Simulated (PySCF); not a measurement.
## How the method moves the HOMO and LUMO of `C[S+](C)[AlH2-][F]`

Compound: C2H8AlFS.
Z-matrix (Å and degrees, PBE0-D3(BJ)/def2-SVP geometry), rows numbered from 1:
```
C 
S   1  1.8091
C   2  1.8083  1  100.40
Al  2  2.4735  1   96.19  3   -97.66
F   4  1.7041  2   92.39  1    50.65
H   1  1.0983  2  109.73  3   -66.19
H   1  1.0988  2  109.04  3    56.45
H   1  1.0985  2  106.78  3   175.03
H   3  1.0984  2  109.72  1    66.34
H   3  1.0982  2  106.84  1  -174.86
H   3  1.0989  2  109.07  1   -56.28
H   4  1.5929  2  101.24  1   -64.93
H   4  1.5932  2  101.27  1   166.36
```

Basis pcSseg-1 throughout (PySCF), one geometry. Geometry: PBE0-D3(BJ)/def2-SVP, one conformer, isolated molecule.

How do the orbital energies, the gap and the dipole change with the method?

```csv
method,kind,HOMO (eV),LUMO (eV),gap (eV),μ (D),SCF cycles
BLYP,GGA,-6.41,-0.73,5.69,4.16,14
OPBE,GGA,-6.45,-0.77,5.68,4.20,14
PBE,GGA,-6.50,-0.86,5.64,4.17,14
B97-D,GGA,-6.54,-0.76,5.78,4.18,14
LDA,LDA,-6.56,-1.03,5.53,4.15,13
KT2,GGA,-6.57,-0.96,5.61,4.14,15
KT3,GGA,-6.60,-0.93,5.67,4.15,15
BP86,GGA,-6.62,-0.94,5.68,4.18,14
B97-2,global hybrid,-7.60,0.08,7.69,4.21,13
B3LYP,global hybrid,-7.64,-0.10,7.54,4.19,13
PBE0,global hybrid,-7.84,0.13,7.97,4.21,13
mPW1PW91,global hybrid,-7.88,0.13,8.01,4.21,13
BHandHLYP,global hybrid,-9.11,1.18,10.29,4.23,11
CAM-B3LYP,range-separated hybrid,-9.25,1.27,10.52,4.20,11
wB97X-D,range-separated hybrid,-9.77,1.94,11.72,4.20,13
LC-wPBE,range-separated hybrid,-10.64,2.48,13.12,4.23,13
HF,Hartree–Fock,-11.10,3.17,14.27,4.31,10
```

The HOMO spans 4.69 eV, from BLYP down to HF, and the gap runs from 5.53 eV (LDA) to 14.27 eV (HF). Over the methods BLYP (0 %), OPBE (0 %), PBE (0 %), B97-D (0 %), LDA (0 %), KT2 (0 %), KT3 (0 %), BP86 (0 %), B97-2 (21 %), B3LYP (20 %), PBE0 (25 %), mPW1PW91 (25 %), BHandHLYP (50 %), HF (100 %), a straight line through the gap against the share of exact exchange rises by 0.88 eV for each 10 % (correlation coefficient 0.999). The dipole ranges from 4.14 D (KT2) to 4.31 D (HF). This basis has no diffuse functions.
